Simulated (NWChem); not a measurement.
System: C5H5F; SMILES C#C/C(C)=C/F

The following NWChem deck was run.

```
start job
memory heap 200 mb stack 900 mb global 1100 mb
geometry units angstroms noautosym nocenter noautoz
  C      0.574006     2.608410     0.000000
  C      0.270531     1.436331     0.000000
  C     -0.148778     0.071898     0.000000
  C     -1.629905    -0.233679     0.000000
  C      0.789610    -0.885881     0.000000
  F      0.470245    -2.193165     0.000000
  H      0.859704     3.635396     0.000000
  H     -2.112245     0.200896     0.882982
  H     -2.112245     0.200896    -0.882982
  H     -1.801109    -1.312119     0.000000
  H      1.860613    -0.715001     0.000000
end
basis spherical
  C library def2-svp
  F library def2-svp
  H library def2-svp
end
dft
  xc b3lyp
  iterations 150
  mulliken
end
task dft energy
esp
  recalculate
  probe 0.07
  range 0.3
  factor 1.0
  spacing 0.02
end
task esp
```

NWChem printed, in part:

```
             Northwest Computational Chemistry Package (NWChem) 7.3.0
             --------------------------------------------------------

                             Geometry "geometry" -> ""
                             -------------------------

 Output coordinates in angstroms (scale by  1.889725989 to convert to a.u.)

  No.       Tag          Charge          X              Y              Z
 ---- ---------------- ---------- -------------- -------------- --------------
    1 C                    6.0000     0.57400600     2.60841000     0.00000000
    2 C                    6.0000     0.27053100     1.43633100     0.00000000
    3 C                    6.0000    -0.14877800     0.07189800     0.00000000
    4 C                    6.0000    -1.62990500    -0.23367900     0.00000000
    5 C                    6.0000     0.78961000    -0.88588100     0.00000000
    6 F                    9.0000     0.47024500    -2.19316500     0.00000000
    7 H                    1.0000     0.85970400     3.63539600     0.00000000
    8 H                    1.0000    -2.11224500     0.20089600     0.88298200
    9 H                    1.0000    -2.11224500     0.20089600    -0.88298200
   10 H                    1.0000    -1.80110900    -1.31211900     0.00000000
   11 H                    1.0000     1.86061300    -0.71500100     0.00000000

 Effective nuclear repulsion energy (a.u.)     199.4936595553

                                 NWChem DFT Module
                                 -----------------

 Summary of "ao basis" -> "ao basis" (spherical)
 ------------------------------------------------------------------------------
       Tag                 Description            Shells   Functions and Types
 ---------------- ------------------------------  ------  ---------------------
 C                          def2-svp                 6       14   3s2p1d
 F                          def2-svp                 6       14   3s2p1d
 H                          def2-svp                 3        5   2s1p

            General Information
            -------------------
          SCF calculation type: DFT
          Wavefunction type:  closed shell.
          No. of atoms     :    11
          No. of electrons :    44
           Alpha electrons :    22
            Beta electrons :    22
          Charge           :     0
          Spin multiplicity:     1
          Use of symmetry is: off; symmetry adaption is: off
          Maximum number of iterations: 150
          AO basis - number of functions:   109
                     number of shells:    51
          Convergence on energy requested:  1.00D-06
          Convergence on density requested:  1.00D-05
          Convergence on gradient requested:  5.00D-04

              XC Information
              --------------
                         B3LYP Method XC Potential
                     Hartree-Fock (Exact) Exchange  0.200
                        Slater Exchange Functional  0.800 local
                    Becke 1988 Exchange Functional  0.720 non-local
              Lee-Yang-Parr Correlation Functional  0.810
                  VWN I RPA Correlation Functional  0.190 local

             Grid Information
             ----------------
          Grid used for XC integration:  medium
          Radial quadrature: Mura-Knowles
          Angular quadrature: Lebedev.
          Tag              B.-S. Rad. Rad. Pts. Rad. Cut. Ang. Pts.
          ---              ---------- --------- --------- ---------
          C                   0.70       49          12.0       434
          F                   0.50       49          14.0       434
          H                   0.35       45          13.0       434
          Grid pruning is: on
          Number of quadrature shells:   519
          Spatial weights used:  Erf1

      Superposition of Atomic Density Guess
      -------------------------------------

 Sum of atomic energies:        -289.91295906

      Non-variational initial energy
      ------------------------------

 Total energy =    -293.167720
 1-e energy   =    -788.982873
 2-e energy   =     296.321493
 HOMO         =      -0.254775
 LUMO         =       0.001371

     ---------------------------------------------
      Total Density - Mulliken Population Analysis
     ---------------------------------------------

    Atom       Charge   Shell Charges
 -----------   ------   -------------------------------------------------------
    1 C    6     6.45   1.99  0.99  0.64  1.98  0.83  0.03
    2 C    6     5.79   1.99  0.97  0.23  1.92  0.63  0.04
    3 C    6     6.30   1.99  0.96  0.19  1.97  1.14  0.04
    4 C    6     6.13   1.99  0.95  0.13  2.05  0.99  0.02
    5 C    6     5.45   1.99  0.92  0.26  1.63  0.59  0.06
    6 F    9     9.37   1.99  1.14  0.77  3.42  2.05  0.01
    7 H    1     0.88   0.63  0.22  0.03
    8 H    1     0.90   0.67  0.20  0.03
    9 H    1     0.90   0.67  0.20  0.03
   10 H    1     0.90   0.67  0.21  0.03
   11 H    1     0.94   0.69  0.23  0.02

   convergence    iter        energy       DeltaE   RMS-Dens  Diis-err
 ---------------- ----- ----------------- --------- --------- ---------
 d= 0,ls=0.0,diis     1   -292.9893655904 -4.92D+02  1.21D-02  6.77D-01
 d= 0,ls=0.0,diis     2   -292.9831659941  6.20D-03  6.96D-03  7.93D-01
 d= 0,ls=0.0,diis     3   -293.0589105730 -7.57D-02  2.66D-03  1.04D-01
 d= 0,ls=0.0,diis     4   -293.0680623757 -9.15D-03  1.07D-03  3.35D-02
 d= 0,ls=0.0,diis     5   -293.0722030201 -4.14D-03  2.98D-04  1.56D-03
  Resetting Diis
 d= 0,ls=0.0,diis     6   -293.0723554706 -1.52D-04  1.23D-04  2.68D-04
 d= 0,ls=0.0,diis     7   -293.0723873778 -3.19D-05  7.66D-05  1.70D-05
 d= 0,ls=0.0,diis     8   -293.0723832914  4.09D-06  5.19D-05  5.08D-05
 d= 0,ls=0.0,diis     9   -293.0723892222 -5.93D-06  5.30D-06  5.03D-07
 d= 0,ls=0.0,diis    10   -293.0723892868 -6.46D-08  1.30D-06  3.37D-08

         Total DFT energy =     -293.072389286808
      One electron energy =     -793.454286831567
           Coulomb energy =      340.222552842078
    Exchange-Corr. energy =      -39.334314852606
 Nuclear repulsion energy =      199.493659555287

 Numeric. integr. density =       44.000004149744

                       DFT Final Molecular Orbital Analysis
                       ------------------------------------

 Vector   20  Occ=2.000000D+00  E=-3.259917D-01
              MO Center=  2.8D-02,  9.8D-01, -3.3D-10, r^2= 3.1D+00
   Bfn.  Coefficient  Atom+Function         Bfn.  Coefficient  Atom+Function
  ----- ------------  ---------------      ----- ------------  ---------------
    20      0.366524   2 C  pz                6      0.281922   1 C  pz
    34      0.256405   3 C  pz               23      0.193120   2 C  pz
    37      0.161793   3 C  pz               48     -0.160094   4 C  pz
    76      0.153235   6 F  pz               62      0.150673   5 C  pz
     9      0.147356   1 C  pz               90     -0.132889   8 H  s

 Vector   21  Occ=2.000000D+00  E=-2.863646D-01
              MO Center=  3.5D-01,  1.9D+00,  3.1D-11, r^2= 1.9D+00
   Bfn.  Coefficient  Atom+Function         Bfn.  Coefficient  Atom+Function
  ----- ------------  ---------------      ----- ------------  ---------------
     4      0.408155   1 C  px               18      0.398889   2 C  px
     7      0.246651   1 C  px               21      0.228293   2 C  px
    46      0.113936   4 C  px                5     -0.108689   1 C  py
    19     -0.100078   2 C  py               32     -0.096149   3 C  px
    45      0.082800   4 C  s                58     -0.077977   5 C  s

 Vector   22  Occ=2.000000D+00  E=-2.409751D-01
              MO Center=  3.6D-01,  5.1D-01, -1.9D-09, r^2= 3.8D+00
   Bfn.  Coefficient  Atom+Function         Bfn.  Coefficient  Atom+Function
  ----- ------------  ---------------      ----- ------------  ---------------
    62     -0.350493   5 C  pz                6      0.328674   1 C  pz
    34     -0.294979   3 C  pz                9      0.226590   1 C  pz
    76     -0.226503   6 F  pz               37     -0.219264   3 C  pz
    65     -0.213818   5 C  pz               20      0.209091   2 C  pz
    79      0.181759   6 F  pz               23      0.125038   2 C  pz

 Vector   23  Occ=0.000000D+00  E=-2.607384D-02
              MO Center=  4.3D-01,  3.2D-01,  1.1D-09, r^2= 3.8D+00
   Bfn.  Coefficient  Atom+Function         Bfn.  Coefficient  Atom+Function
  ----- ------------  ---------------      ----- ------------  ---------------
    65      0.499674   5 C  pz               62      0.446377   5 C  pz
    37     -0.380066   3 C  pz                9      0.374243   1 C  pz
    34     -0.316012   3 C  pz                6      0.288300   1 C  pz
    23     -0.232789   2 C  pz               20     -0.197808   2 C  pz
    76      0.180721   6 F  pz               79     -0.172877   6 F  pz

 Vector   24  Occ=0.000000D+00  E= 2.951075D-02
              MO Center=  2.0D-01,  1.5D+00, -3.8D-10, r^2= 4.1D+00
   Bfn.  Coefficient  Atom+Function         Bfn.  Coefficient  Atom+Function
  ----- ------------  ---------------      ----- ------------  ---------------
    45      0.906754   4 C  s                 7     -0.598687   1 C  px
    21      0.546482   2 C  px              101     -0.436382  10 H  s
    31     -0.419273   3 C  s                 4     -0.377852   1 C  px
    18      0.369744   2 C  px               91     -0.208236   8 H  s
    96     -0.208236   9 H  s                59     -0.206112   5 C  s

 Vector   25  Occ=0.000000D+00  E= 7.708883D-02
              MO Center= -1.1D+00,  1.1D-01,  2.2D-08, r^2= 7.1D+00
   Bfn.  Coefficient  Atom+Function         Bfn.  Coefficient  Atom+Function
  ----- ------------  ---------------      ----- ------------  ---------------
    45      2.383090   4 C  s                91     -1.210517   8 H  s
    96     -1.210517   9 H  s               106     -0.845214  11 H  s
   101     -0.574699  10 H  s                59      0.517681   5 C  s
    31     -0.478588   3 C  s                63      0.327755   5 C  px
    49     -0.269061   4 C  px               64      0.231894   5 C  py

     ---------------------------------------------
      Total Density - Mulliken Population Analysis
     ---------------------------------------------

    Atom       Charge   Shell Charges
 -----------   ------   -------------------------------------------------------
    1 C    6     6.42   1.99  0.92  0.73  2.03  0.74  0.02
    2 C    6     5.63   1.99  0.92  0.22  2.06  0.41  0.03
    3 C    6     6.18   1.99  0.93  0.19  2.13  0.90  0.04
    4 C    6     5.89   1.98  0.91  0.03  2.14  0.80  0.03
    5 C    6     5.79   1.99  0.92  0.21  2.00  0.60  0.07
    6 F    9     9.20   1.99  1.14  0.77  3.35  1.94  0.01
    7 H    1     0.99   0.74  0.22  0.03
    8 H    1     0.97   0.74  0.20  0.02
    9 H    1     0.97   0.74  0.20  0.02
   10 H    1     0.98   0.74  0.21  0.02
   11 H    1     0.98   0.75  0.21  0.02

     -------------------------------------------
      Total Density - Lowdin Population Analysis
     -------------------------------------------

    Atom       Charge   Shell Charges
 -----------   ------   -------------------------------------------------------
    1 C    6     6.07   1.97  0.62  0.35  1.84  1.24  0.05
    2 C    6     6.01   1.97  0.63  0.30  1.87  1.17  0.08
    3 C    6     6.09   1.96  0.61  0.29  1.96  1.16  0.11
    4 C    6     6.03   1.96  0.57  0.29  1.90  1.22  0.07
    5 C    6     5.89   1.96  0.61  0.30  1.80  1.04  0.17
    6 F    9     9.07   1.98  1.02  0.74  3.22  2.11  0.01
    7 H    1     0.96   0.61  0.28  0.08
    8 H    1     0.96   0.64  0.26  0.07
    9 H    1     0.96   0.64  0.26  0.07
   10 H    1     0.97   0.64  0.26  0.07
   11 H    1     0.98   0.64  0.27  0.07

     Multipole analysis of the density
     ---------------------------------

     L   x y z        total         alpha         beta         nuclear
     -   - - -        -----         -----         ----         -------
     0   0 0 0     -0.000000    -22.000000    -22.000000     44.000000

     1   1 0 0     -0.006305     -0.059568     -0.059568      0.112830
     1   0 1 0      0.287869     -0.096115     -0.096115      0.480098
     1   0 0 1      0.000000      0.000000      0.000000      0.000000

     2   2 0 0    -23.632434    -84.286630    -84.286630    144.940826
     2   1 1 0      0.784156     -5.619166     -5.619166     12.022489
     2   1 0 1      0.000000      0.000000      0.000000      0.000000
     2   0 2 0    -24.989929   -221.559208   -221.559208    418.128487
     2   0 1 1     -0.000000     -0.000000     -0.000000      0.000000
     2   0 0 2    -26.745959    -16.157185    -16.157185      5.568412

                     NWChem Electrostatic Potential Fit Module
                     -----------------------------------------

 Atom parameters

 Number of atoms is                                   11
 Number of basis functions is                        109

 Grid parameters

 Maximum number of grid points is                  43664
 Number of grid points is                          43663
 Grid range                                     0.300000 nm
 Grid spacing                                   0.020000 nm
 Probe radius                                   0.070000 nm
 Atom radius factor                             1.000000

 Atomic radii

    1    0.100000
    6    0.147000
    9    0.128000
 FASTESP  F
  using M.O. file = ./job.movecs

    Atom              Coordinates                           Charge

                                                  ESP

    1 C     0.057401    0.260841    0.000000   -0.370340
    2 C     0.027053    0.143633    0.000000   -0.022164
    3 C    -0.014878    0.007190    0.000000    0.047540
    4 C    -0.162991   -0.023368    0.000000    0.109998
    5 C     0.078961   -0.088588    0.000000   -0.002945
    6 F     0.047025   -0.219317    0.000000   -0.145829
    7 H     0.085970    0.363540    0.000000    0.259444
    8 H    -0.211225    0.020090    0.088298   -0.002115
    9 H    -0.211225    0.020090   -0.088298   -0.001166
   10 H    -0.180111   -0.131212    0.000000   -0.000883
   11 H     0.186061   -0.071500    0.000000    0.128459
                                            ------------
                                                0.000000

 Dipole moment                                  0.291471

 Quadrupole moment Qxx                          6.132986
                   Qyy                         -4.097927
                   Qzz                         -2.035059

 RMS deviation kJ/mol                           0.062661

 RRMS %                                        46.660255
```

Level: B3LYP/def2-SVP. Structure relaxed at the B3LYP/6-31G* (spherical d) level.
